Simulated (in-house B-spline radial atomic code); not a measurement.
Configurations of the terbium ion Tb⁶⁺, with energies counted from [Kr] 4d10 (4f5/2)6 (4f7/2)2 5s2 (5p1/2)2 (5p3/2)1. Computed with a B-spline radial code for spherical atoms: Dirac-Hartree-Fock, average of each configuration as written, Fermi nucleus of rms radius 5.06 fm. Energies include first-order Breit, QED and recoil terms.

Occupations are held fixed; configurations that lie above the ionisation limit could autoionise.

```
                                                          configuration  E - E(ref) (eV)  highest orbital  its <r> (bohr)
                               [Kr] 4d10 (4f5/2)1 (4f7/2)7 5s2 (5p3/2)3           15.024            4f5/2          0.7635
                               [Kr] 4d10 (4f5/2)2 (4f7/2)6 5s2 (5p3/2)3           16.282            4f5/2           0.762
                  [Kr] 4d10 (4f5/2)3 (4f7/2)4 5s2 (5p1/2)2 (5p3/2)1 7s1           61.586            7s1/2           4.247
                  [Kr] (4d3/2)4 (4d5/2)5 (4f7/2)8 5s2 (5p3/2)3 (6p1/2)1           210.81            6p1/2           2.783
[Kr] (4d3/2)4 (4d5/2)5 (4f5/2)6 (4f7/2)2 5s2 (5p1/2)1 (5p3/2)2 (6g9/2)1           226.36            6g9/2            6.14
         [Kr] (4d3/2)4 (4d5/2)5 (4f5/2)6 (4f7/2)2 5s2 (5p3/2)3 (8p1/2)1           231.94            8p1/2           6.823
```

Problem. Order these further configurations by energy, lowest first.
A. [Kr] (4d3/2)4 (4d5/2)5 (4f5/2)5 (4f7/2)3 5s2 (5p3/2)3 (9p1/2)1
B. [Kr] 4d10 (4f7/2)7 5s2 (5p3/2)3 (9g9/2)1
C. [Kr] 4d10 (4f5/2)4 (4f7/2)4 5s2 (5p1/2)1 (5p3/2)2
D. [Kr] 4d10 (4f5/2)5 (4f7/2)3 5s2 (5p1/2)1 (5p3/2)2
E. [Kr] 4d10 (4f7/2)8 5s2 (5p1/2)1 (5p3/2)1 (5f5/2)1

Solution. D (8.1668 eV), C (9.8575 eV), E (69.628 eV), B (96.694 eV), A (241.48 eV).

Problem. How far above the reference does [Kr] (4d3/2)4 (4d5/2)5 (4f5/2)2 (4f7/2)6 5s2 (5p1/2)2 (5p3/2)1 (8d3/2)1 lie?

Solution. 233.5 eV; its least bound orbital is 8d3/2 with <r> = 7.972 bohr.
